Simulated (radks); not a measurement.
Initial-state core-level shifts of the osmium ion Os+ when its valence configuration changes from [Xe] 4f14 5d6 6s1. Calculated with a radial shooting solver on a logarithmic mesh with Libxc functionals: Dirac Kohn-Sham, PBE, spin-unpolarised, spherical densities, point nucleus; open shells fill j = l - 1/2 first. Shifts are changes of the shell-averaged eigenvalues in eV (positive: less bound).

valence,1s,2s,2p,4d
4f13 5d7 6s1,-10.707,-11.715,-11.564,-10.993
4f14 5d7,+2.624,+2.764,+2.758,+2.745
4f14 5d5 6s2,-2.911,-3.071,-3.065,-3.030
4f13 5d6 6s1 6p1,-15.091,-16.249,-16.090,-15.483
4f14 5d6 6s0.5 6p0.5,-0.638,-0.628,-0.627,-0.633
4f12 5d8 6s1,-21.901,-24.000,-23.683,-22.300
4f11 5d8 6s2,-37.062,-40.511,-40.009,-37.485
4f14 5d5 6s1 6p1,-4.172,-4.317,-4.309,-4.284
4f13.5 5d6.5 6s1,-5.291,-5.785,-5.711,-5.455
